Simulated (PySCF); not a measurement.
**Gd(SH)3: one run**

Gd(SH)3 (singlet in the valence; each metal's 4f electrons, 7 of them, lie in its core potential, out of spins and levels). PySCF 2.14.0, RKS PBE0, Gd lcecp-1-TZVP with ECP53, S def2-TZVP, H def2-TZVP; non-relativistic Hamiltonian with scalar-relativistic core potentials where named; density fitting; no spin-orbit coupling. Purpose: basis and core treatment f-in-core-III/TZVP.

```python
mol = gto.M(atom='''
Gd    -0.00000     0.00000     0.93418
S      2.56808    -0.41133     0.96242
H      2.89452     0.90354     0.95443
S     -0.92782     2.42969     0.96242
H     -2.22975     2.05496     0.95443
S     -1.64026    -2.01836     0.96242
H     -0.66477    -2.95850     0.95443''',
    basis={'Gd': 'lcecp-1-TZVP', 'S': 'def2-TZVP', 'H': 'def2-TZVP'},
    ecp={'Gd': 'lcecp-1-TZVP'},
    charge=0, spin=0)
mf = dft.RKS(mol, xc='PBE0')
mf.grids.atom_grid = (75, 302)  # f atoms: unpruned, at least (60, 302)
mf = mf.density_fit()  # fitting sets: Gd AutoAux, S def2-universal-JKFIT, H def2-universal-JKFIT
mf.conv_tol = 1e-08; mf.max_cycle = 55
mf.kernel(dm0)  # dm0: free metal ions and neutral atoms
mf.nuc_grad_method().kernel()
```

Run from Python with OMP_NUM_THREADS=2; the lines above give its settings. Where DIIS fails, smearing, a level shift and second-order steps follow.
It took 15 s on 2 threads of Arm Neoverse V2, on a shared host.

Q: Where do the frontier levels lie, over both spins?

A: HOMO -7.47 eV, LUMO -2.46 eV. The 4f levels lie in the core potential and are missing.

Q: What does the SCF print?

A: 
```
init E= -1245.17179665939
cycle= 1 E= -1231.92648035338  delta_E= 13.2  |g|= 1.37  |ddm|= 2.37
cycle= 2 E= -1231.91478636948  delta_E= 0.0117  |g|= 0.843  |ddm|= 1.14
cycle= 3 E= -1231.99327257377  delta_E= -0.0785  |g|= 0.396  |ddm|= 0.988
cycle= 4 E= -1232.04823933798  delta_E= -0.055  |g|= 0.0218  |ddm|= 0.417
...
cycle= 8 E= -1232.04840228491  delta_E= -2.22e-08  |g|= 0.000142  |ddm|= 0.000362
cycle= 9 E= -1232.04840229188  delta_E= -6.97e-09  |g|= 2.66e-05  |ddm|= 0.000139
Extra cycle  E= -1232.04840229159  delta_E= 2.85e-10  |g|= 3.96e-05  |ddm|= 6.3e-05
converged SCF energy = -1232.04840229159
```

Q: What are the Mulliken charges and spins?

A: 
```
atom  charge (e)  spin (e)
 Gd1       1.266     0.000
  S2      -0.591     0.000
  H3       0.169     0.000
  S4      -0.591     0.000
  H5       0.169     0.000
  S6      -0.591     0.000
  H7       0.169     0.000
```
The spin of the 4f electrons in the core isn't counted.

Q: What forces act on the atoms (eV/Å)?

A: 
```
Gd   0.00  0.00  0.01
S    0.05  0.19  0.00
H   -0.08 -0.20  0.00
S   -0.19 -0.05  0.00
H    0.21  0.03  0.00
S    0.14 -0.14  0.00
H   -0.13  0.17  0.00
```
Forces carry noise of the integration grid, about 0.01 to 0.03 eV/Å.

The geometry was relaxed with PBE0 (Gd lcecp-1-SVP with ECP53, S def2-SVP, H def2-SVP).

An lcecp potential fixes the number of 4f electrons, so in runs with it no electron can move into or out of that shell.
